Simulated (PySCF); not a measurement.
**Correlation energy of F (fluorine, neutral)**

[He] 2s2 2p5, 2P determinant. All numbers are calculated (PySCF 2.14, the non-relativistic Hamiltonian (point nucleus), in cc-pVDZ). Frozen: 1s2; 7 electrons correlated.

MP2 pair energies summed by pair of shells (mhartree):

```
 pair  energy  share (%)
2p-2p  -90.32       64.2
2s-2p  -42.69       30.4
2s-2s   -7.60        5.4
```

Total MP2 correlation energy: -140.60 mhartree.

Same-spin part -35.73 and opposite-spin part -104.87 mhartree; SCS-MP2 scales them by 1/3 and 6/5 to -137.75 mhartree.

```json
{"level": "CCSD", "correlation energy (mhartree)": "-151.45"}
{"level": "(T)", "correlation energy (mhartree)": "-0.88"}
{"level": "CCSD(T)", "correlation energy (mhartree)": "-152.33"}
```

Diagnostics: T1 = 0.0027, D1 = 0.0050, largest double amplitude 0.048.

Cost of the coupled-cluster step: 0.1 s of wall time on 1 thread of Neoverse-V1 (shared host), for 7 correlated electrons.
